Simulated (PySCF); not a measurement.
C₃H₈Si (SMILES C=C[SiH2]C), singlet, geometry from GFN2-xTB, atoms displaced at random by about 0.08 Å a coordinate; TPSS/6-31G, gradient run with PySCF.

Here is a job for PySCF.
```python
from pyscf import gto, scf, dft

mol = gto.Mole()
mol.atom = '''
    Si    0.43118859   -0.44562221    0.50331292
    C     1.79956666    0.18601095   -0.53918074
    C    -1.12854028    0.01210569   -0.36397129
    C    -2.22173616    0.72490449   -0.04315432
    H     0.58496333   -1.87383209    0.63492374
    H     0.59401141    0.26522551    1.78496526
    H     2.12582217    1.45079949   -0.84111880
    H     2.90095906    0.03011694    0.06938044
    H     1.99336923   -0.25834020   -1.49694736
    H    -1.27015805   -0.43678080   -1.47802645
    H    -3.08741029    0.93865716   -0.59390220
    H    -2.16402830    1.13700286    1.04613937
'''
mol.basis = '6-31g'
mol.verbose = 4
mol.build()

mf = dft.RKS(mol)
mf.xc = 'tpss'
mf.grids.level = 5
mf.kernel()
g = mf.nuc_grad_method()
g.grid_response = False
grad = g.kernel()
```

### Question
Predict the main parts of the log of this PySCF run.

### Answer

```
PySCF version 2.14.0

[INPUT] verbose = 4
[INPUT] num. atoms = 12
[INPUT] num. electrons = 40
[INPUT] charge = 0
[INPUT] spin (= nelec alpha-beta = 2S) = 0
[INPUT] symmetry False subgroup None
[INPUT] Mole.unit = angstrom
[INPUT] Symbol           X                Y                Z      unit          X                Y                Z       unit  Magmom
[...]
nuclear repulsion = 153.180855102036
number of shells = 38
number of NR pGTOs = 144
number of NR cGTOs = 56
basis = 6-31g
ecp = {}

******** <class 'pyscf.dft.rks.RKS'> ********
method = RKS
initial guess = minao
damping factor = 0
level_shift factor = 0
DIIS = <class 'pyscf.scf.diis.CDIIS'>
diis_start_cycle = 1
diis_space = 8
diis_damp = 0
SCF conv_tol = 1e-09
SCF conv_tol_grad = None
SCF max_cycles = 50
direct_scf = True
direct_scf_tol = 1e-13
XC library pyscf.dft.libxc version 7.1.2
    S. Lehtola, C. Steigemann, M. J. T. Oliveira, and M. A. L. Marques,  SoftwareX 7, 1–5 (2018)
XC functionals = tpss
    J. Tao, J. P. Perdew, V. N. Staroverov, and G. E. Scuseria,  Phys. Rev. Lett. 91, 146401 (2003)
    J. P. Perdew, J. Tao, V. N. Staroverov, and G. E. Scuseria,  J. Chem. Phys. 120, 6898 (2004)
    J. Tao, J. P. Perdew, V. N. Staroverov, and G. E. Scuseria,  Phys. Rev. Lett. 91, 146401 (2003)
    J. P. Perdew, J. Tao, V. N. Staroverov, and G. E. Scuseria,  J. Chem. Phys. 120, 6898 (2004)
radial grids:
    Treutler-Ahlrichs [JCP 102, 346 (1995); DOI:10.1063/1.469408] (M4) radial grids

becke partition: Becke, JCP 88, 2547 (1988); DOI:10.1063/1.454033
pruning grids: <function nwchem_prune>
grids dens level: 5
symmetrized grids: False
atomic radii adjust function: <function treutler_atomic_radii_adjust>
small_rho_cutoff = 0
Set gradient conv threshold to 3.16228e-05
Initial guess from minao.
tot grids = 360808
init E= -408.409978226738
[...]
cycle= 1 E= -408.450202300945  delta_E= -0.0402  |g|= 0.459  |ddm|= 2.93
[...]
cycle= 2 E= -408.365752977138  delta_E= 0.0844  |g|= 0.685  |ddm|= 1.19
[...]
cycle= 3 E= -408.509763407438  delta_E= -0.144  |g|= 0.0951  |ddm|= 0.791
[...]
cycle= 4 E= -408.51210303215  delta_E= -0.00234  |g|= 0.0413  |ddm|= 0.132
[...]
cycle= 5 E= -408.512561379472  delta_E= -0.000458  |g|= 0.0145  |ddm|= 0.0477
[...]
cycle= 6 E= -408.512620003851  delta_E= -5.86e-05  |g|= 0.00252  |ddm|= 0.0158
[...]
cycle= 7 E= -408.5126223731  delta_E= -2.37e-06  |g|= 0.000266  |ddm|= 0.00434
[...]
cycle= 8 E= -408.512622400439  delta_E= -2.73e-08  |g|= 6.58e-05  |ddm|= 0.000606
[...]
cycle= 9 E= -408.512622402329  delta_E= -1.89e-09  |g|= 1.16e-05  |ddm|= 0.000143
[...]
cycle= 10 E= -408.512622402397  delta_E= -6.8e-11  |g|= 1.76e-06  |ddm|= 2.61e-05
[...]
Extra cycle  E= -408.512622402395  delta_E= 1.82e-12  |g|= 2.78e-06  |ddm|= 5.96e-06
converged SCF energy = -408.512622402395

******** <class 'pyscf.grad.rks.Gradients'> for <class 'pyscf.dft.rks.RKS'> ********
unit = Eh/Bohr
grid_response = False
--------------- RKS gradients ---------------
         x                y                z
0 Si     0.0061911844    -0.0265947776    -0.0064959133
1 C    -0.1241247521    -0.0772248567    -0.0011926714
2 C     0.0423244195     0.0262024439     0.0786363849
3 C    -0.0398349961    -0.0132740898    -0.0850182508
4 H    -0.0013318847     0.0217497129    -0.0030517316
5 H     0.0043910603    -0.0001857158    -0.0118480706
6 H     0.0385369889     0.0644865375    -0.0229596231
7 H     0.0531008916     0.0020878302     0.0254182087
8 H     0.0034364749     0.0139199325     0.0142112763
9 H    -0.0169747493    -0.0132190584    -0.0422987805
10 H     0.0205196627    -0.0033154238     0.0199513154
11 H     0.0137678178     0.0053665698     0.0346485915
----------------------------------------------
```
